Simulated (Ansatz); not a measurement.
Geometry optimisation, Ansatz 0.2.0, RKS PBE0/cc-pVDZ.

Input file:

```yaml
crystal:
  periodic: [false, false, false]
  atoms:
    - { symbol: Si, position_ang: [0.0, 0.0, 0.0] }
    - { symbol: H, position_ang: [0.6625, 0.0, 1.522] }
    - { symbol: Cl, position_ang: [2.2646, 0.0, 0.5484] }
    - { symbol: Cl, position_ang: [-1.0032, 1.7381, -0.7093] }
    - { symbol: Cl, position_ang: [-1.0032, -1.7381, -0.7093] }
basis:
  gaussian: { orbitals: cc-pVDZ }
hamiltonian:
  xc: pbe0
relax:
  f_tol: 0.15
  max_steps: 25
  restrain:
    - { distance: [1, 2], at: 1.37, k: 30.0 }
    - { distance: [0, 1], at: 2.66, k: 30.0 }
    - { distance: [0, 2], at: 3.33, k: 30.0 }
```

Command:

```bash
$ ansatz run input.yaml --threads 1 --pin off --max-ram 2048MiB --backend cpu --events-out ev --progress --plain --runs-dir out
```

Problem. Where does it end, and by what steps?

Solution. The forces met the threshold. The restraints hold the end off the free minimum; the threshold counts their pulls, which the force column leaves out. Restrained pairs: H2–Cl3 (1.87 → 1.33 Å), Si1–H2 (1.66 → 2.66 Å), Si1–Cl3 (2.33 → 3.33 Å). After 11 steps the energy has fallen by 0.750 eV (the restraints' own energy left out); Si1 moved furthest, 0.87 Å.

```tsv
step	energy less start (eV)	largest force component (eV/Å)	accepted
0	0.0000	3.326	yes
1	1.1372	5.039	yes
2	1.8382	4.736	yes
3	1.3520	4.070	yes
4	0.1592	2.262	yes
5	-0.4173	1.493	yes
6	-0.6641	1.043	yes
7	-0.7138	0.961	yes
8	-0.7425	0.901	yes
9	-0.7301	1.008	no
10	-0.7460	0.934	yes
11	-0.7505	0.885	yes
```

```xyz
5
Properties=species:S:1:pos:R:3
Si -0.836 0.000 0.250
H 1.408 0.000 1.684
Cl 2.441 0.000 0.839
Cl -1.046 1.632 -1.060
Cl -1.046 -1.632 -1.060
```

Time of the run: 37 s on 1 thread of Arm Neoverse V2, on a shared host, peak memory 0.17 GiB.
